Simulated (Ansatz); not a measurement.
One change: `[Cl][GeH2][S][GeH3]` becomes `[SH][GeH2][Cl]`.

Ansatz, PBE0-D4/def2-TZVP geometries, multiplicity 1. Each molecule was computed in one conformer, which needn't be the lowest.

Scalar relativity is left out up to krypton.

```
                                                                                  property  `[Cl][GeH2][S][GeH3]`
                                            size of the dipole moment (PBE/def2-TZVPP) / D                   1.41
                                                   HOMO–LUMO gap (ωB97M-V/def2-TZVPP) / eV                  11.12
ideal-gas entropy at 298 K and 1 bar (rigid rotor, harmonic PBE0-D4/def2-TZVP) / J/(mol·K)                    389
                                                        LUMO energy (PBE0/def2-TZVPP) / eV                  -0.54
                                                       HOMO energy (B3LYP/def2-TZVPP) / eV                  -7.33
                                                       LUMO energy (B3LYP/def2-TZVPP) / eV                  -0.83
```

Question: What does the change do to each property? (Best estimate.)

Answer: Ansatz gave: 
```csv
property,`[SH][GeH2][Cl]`,shift
size of the dipole moment (PBE/def2-TZVPP) / D,1.57,0.16
HOMO–LUMO gap (ωB97M-V/def2-TZVPP) / eV,11.39,0.27
"ideal-gas entropy at 298 K and 1 bar (rigid rotor, harmonic PBE0-D4/def2-TZVP) / J/(mol·K)",319,-70
LUMO energy (PBE0/def2-TZVPP) / eV,-0.59,-0.05
HOMO energy (B3LYP/def2-TZVPP) / eV,-7.57,-0.24
LUMO energy (B3LYP/def2-TZVPP) / eV,-0.89,-0.06
```

With PBE0 the HOMO falls by 0.24 eV and the LUMO falls by 0.05 eV, so the gap widens by about 0.19 eV. PBE moves the HOMO by -0.20 eV and ωB97M-V by -0.29 eV. The zero-point energy changes by -43.0 kJ/mol with -9 modes. Dipoles are sizes alone; their direction can turn. Modes under 60 cm⁻¹, often nearly free rotors, make the harmonic entropy too high.

Positive LUMOs are unbound, so they and the gaps depend on the basis.

B3LYP here is the variant with VWN-RPA as its local correlation; programs differ in this.
